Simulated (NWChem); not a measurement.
# C4H7F; SMILES C[C@H]1C[C@@H]1F

```xyz
12

C      0.5197    -1.9011     0.0893
C      0.0814    -0.5542    -0.4449
C     -1.2296     0.0866    -0.0002
C      0.0848     0.6615     0.4251
F      0.4717     1.8579    -0.1334
H      1.6075    -2.0224     0.0200
H      0.2377    -2.0216     1.1422
H      0.0523    -2.7198    -0.4708
H      0.3465    -0.3544    -1.4817
H     -1.8389    -0.4222     0.7433
H     -1.7906     0.6438    -0.7449
H      0.4015     0.5847     1.4635
```
Atoms are numbered in this order, from 1.

Program: NWChem. Pople sets run with spherical d functions. Coordinates come from a B3LYP/6-31G* (spherical d) optimisation. Static field.

| level | isotropic polarisability (bohr³) | anisotropy (bohr³) |
|---|---|---|
| PBE/6-31+G* | 47.4 | 8.4 |
| B3LYP/6-31+G* | 46.0 | [?] |
| Hartree-Fock/6-31+G* | 42.9 | 6.2 |
| LC-BLYP (range parameter 0.33 per bohr)/6-31+G* | 45.7 | 7.0 |

Q: Fill in the missing entries.

A: 
- B3LYP/6-31+G*, anisotropy (bohr³): 7.6
